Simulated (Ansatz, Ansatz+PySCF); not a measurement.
```yaml
atoms:
  - { symbol: C, position_ang: [1.4000, 0.0000, 0.0000] }
  - { symbol: C, position_ang: [0.7000, 1.2124, 0.0000] }
  - { symbol: C, position_ang: [-0.7000, 1.2124, 0.0000] }
  - { symbol: C, position_ang: [-1.4000, 0.0000, 0.0000] }
  - { symbol: C, position_ang: [-0.7000, -1.2124, 0.0000] }
  - { symbol: C, position_ang: [0.7000, -1.2124, 0.0000] }
  - { symbol: C, position_ang: [2.8100, 0.0000, 0.0000] }
  - { symbol: H, position_ang: [3.3600, 0.9300, 0.0000] }
  - { symbol: H, position_ang: [3.3600, -0.9300, 0.0000] }
  - { symbol: H, position_ang: [1.2425, 2.1521, 0.0000] }
  - { symbol: H, position_ang: [-1.2425, 2.1521, 0.0000] }
  - { symbol: H, position_ang: [-2.4850, 0.0000, 0.0000] }
  - { symbol: H, position_ang: [-1.2425, -2.1521, 0.0000] }
  - { symbol: H, position_ang: [1.2425, -2.1521, 0.0000] }
```

Basis set: def2-SVP (spherical functions). Charge 0, multiplicity 2.

Computed with Ansatz (development build ahead of 0.2.0); each method stands on the lowest determinant of its kind that the runs found. Restricted functionals stand beside restricted open-shell atoms, which can lie above the unrestricted atoms usual in DFT and then raise those values.

The atomization energy at this shape (free ground-state atoms in the same class of orbitals less the molecule, no zero-point energy) of doublet C7H7:

| method | atomization energy |
| --- | --- |
| ωB97X (unrestricted) | 68.67 eV |
| PBE0 (unrestricted) | 69.82 eV |
| PBE0 (restricted open-shell) | 70.03 eV |
| ROHF | 52.63 eV |

(1) What does UHF give?

Answers

(1) 52.55 eV. Caution for UHF: the unrestricted determinant is spin contaminated. Caution for ROHF: an unrestricted determinant lies well below.

The shape needn't be a minimum at these levels.
